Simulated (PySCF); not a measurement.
# P⁺: ionisation energy

P⁺ [Ne] 3s2 3p2 [3p1/2^2, M_J = 0] → P²⁺ [Ne] 3s2 3p1 [3p1/2^1, M_J = 1/2], as a difference of total energies. Computed with PySCF 2.14 in an uncontracted even-tempered set (22 s from 0.026 bohr⁻², ratio 2.4; 15 p from 0.034 bohr⁻², ratio 2.4; 6 d from 0.53 bohr⁻², ratio 2.6; 5 f from 0.8 bohr⁻², ratio 2.6), with the two-component X2C-1e Hamiltonian. Correlated levels: 1s2 frozen; the 52 highest virtual spinors dropped. "Screened" scales the spin-orbit matrix elements by Boettger's factors to mimic the two-electron term; Breit and QED terms are absent.

```csv
method,ionisation energy (eV)
GHF (screened spin-orbit),18.996
GMP2 (screened spin-orbit),19.512
```

Problem. How much does correlation contribute at GMP2 (screened spin-orbit)?

Solution. 19.512 − (18.996) = 0.516 eV, measured against GHF (screened spin-orbit).

The labels give the starting determinants; with spin-orbit coupling the two ends relaxed to ⟨J²⟩ = 1.94, ⟨L²⟩ = 2.01, ⟨S²⟩ = 2.00 and ⟨J²⟩ = 0.96, ⟨L²⟩ = 2.04, ⟨S²⟩ = 0.76.

The determinant of P⁺ mixes levels of different J (the jj label is only the starting occupation), so the difference between spin-free and spin-orbit rows is not the physical spin-orbit shift.

For comparison: 19.769 eV (semi-empirical (NIST evaluation); NIST Atomic Spectra Database, ionization energies).
